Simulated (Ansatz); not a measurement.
A made-up structure of BH$_{2}$TeO (charge -1), singlet:

```xyz
5
angstrom
B -0.2721 0.8552 0.0144
Te -0.5416 -1.4558 0.0336
O 1.3033 -2.4244 -0.0717
H -1.4174 1.5670 0.0797
H 0.9278 1.4580 -0.0559
```

It is relaxed with PBE-D4/def2-SVPD and then PBE0-D4/def2-TZVPD (Ansatz 0.2.0). Atoms count as bonded within 1.22 times the sum of their covalent radii (H–H: 0.88 Å). The end point is not checked to be a true minimum.

(1) Does its bonding change? (A judgement: the text doesn't fix the answer.)

Results:

(1) Computed: No: no bond forms or breaks.

Where it ends: The first stage lowers the energy by 0.78 eV in 5 steps. It ends as BH₂TeO ([BH2][Te][O]), total charge -1:
```csv
atom,x (Å),y (Å),z (Å)
B1,-0.2422,0.7637,0.0129
Te2,-0.4838,-1.2995,0.0300
O3,1.1628,-2.1658,-0.0640
H4,-1.2652,1.3988,0.0711
H5,0.8285,1.3027,-0.0499
```

Labels in which every atom is bracketed show which atoms are joined, not bond orders.

For scale, one of the runs: PBE0-D4/def2-TZVPD relaxation, 154 basis functions, launched by `ansatz run in.yaml --threads 2 --pin off --events-out ev --progress --plain --max-ram 4352MiB`. Hardware: 2 CPU threads of an Arm Neoverse V2, shared host. Wall time about 21 s.
